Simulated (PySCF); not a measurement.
Bond length, frequency and bond energy of SiRu by level of theory

State: ³Δ (triplet), unpaired electrons σ ↑, δ ↑. Set-up: PySCF, scalar-relativistic core potentials, basis sets Si def2-TZVPP, Ru def2-TZVPP with ECP28. De refers to Si + Ru (4d7 5s1) in their high-spin ground configurations, without counterpoise correction. The functionals are run spin-unrestricted. A positive dipole means Si(−)Ru(+). Levels whose curve was spin-contaminated or gave no clean fit are not listed.

```csv
Level,Re (Å),ωe (cm⁻¹),De (eV),μ (D),"CPU s a point (SCF and correlation, without the integrals)"
ROHF-CCSD,2.088,520,3.11,n/a,n/a
ROHF-CCSD(T),2.099,487,3.85,n/a,150
PBE,2.093,508,4.58,1.05,2.2
B3LYP,2.085,496,3.74,1.08,3
B97-3,2.072,501,3.76,1.46,2.2
```

The bond length runs from 2.072 Å (B97-3) to 2.099 Å (ROHF-CCSD(T)). De spans 3.11 eV (ROHF-CCSD, coupled cluster) to 4.58 eV (PBE, GGA).

Correlated steps freeze 5 core orbitals. The metal atom is held in its measured ground configuration; semilocal functionals can put another filling of s and d lower by some tenths of an eV, and De to that atom would be smaller. Spin–orbit coupling is left out, which matters for elements this heavy, above all for dissociation energies. The CCSD T1 diagnostic is raised, a sign that a single reference may not be enough here. With d or f electrons several states lie close, and the lowest PBE0 determinant need not be the measured ground state.

The whole job (state search and all levels along the bond) took about 16 min on 2 threads of Intel Xeon Platinum 8488C (shared host), peak memory 4.5 GiB.
